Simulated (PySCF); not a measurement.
Compound: C2H6O3Si.
Cartesian coordinates in Å at the PBE0-D3(BJ)/def2-SVP level; atoms count from 1:
```xyz
12
C2H6O3Si angstrom
C      2.123   -0.057    0.040
C      0.664   -0.284    0.283
O      0.226   -1.032    1.129
O     -0.108    0.428   -0.538
Si    -1.825    0.471   -0.560
O     -2.405   -0.596    0.543
H      2.718   -0.652    0.740
H      2.367   -0.330   -0.997
H      2.352    1.012    0.153
H     -2.188    1.879   -0.254
H     -2.208    0.121   -1.952
H     -1.669   -1.004    1.039
```

Jobs on this species (12 atoms, 56 electrons) with PySCF (density fitting). Hardware of each: an Arm Neoverse V1 with one thread (shared host). The host was shared with other jobs, so the times are rough. Peak memory is the resident size of the whole Python process, interpreter and libraries included.

| level and settings | work | basis functions | SCF cycles | wall time | peak memory |
| --- | --- | --- | --- | --- | --- |
| PBE0/6-31G | shieldings, charges and field gradients | 70 | ? | ? | ? |
| PBE0/def2-SVP | shieldings, charges and field gradients | 118 | 14 | 10 s | 0.62 GiB |
| PBE0/6-311+G(2d,p) | shieldings, charges and field gradients | 206 | 14 | 24 s | 0.95 GiB |
| B97-2/pcSseg-1 | shieldings | 139 | 14 | 12 s | 0.74 GiB |
| WP04/pcSseg-1 | shieldings | 139 | 15 | 12 s | 0.74 GiB |
| OPBE/pcSseg-1 | shieldings | 139 | 17 | 18 s | 0.61 GiB |
| HF/pcSseg-1 | shieldings | 139 | 11 | 5.8 s | 0.72 GiB |
| LC-wPBE/pcSseg-1 | shieldings | 139 | 14 | 22 s | 0.74 GiB |
| PBE0/6-31G* | shieldings, charges and field gradients | 100 | 14 | 9.4 s | 0.56 GiB |

Q: Fill in the missing figures.

A: 
- PBE0/6-31G; shieldings, charges and field gradients: 6.6 s, 0.45 GiB, 14 SCF cycles

Q: What do all jobs in the table cost together?

A: About 2.0 min; the longest takes about 20 % of that, and about 4.1 times as long as the shortest.
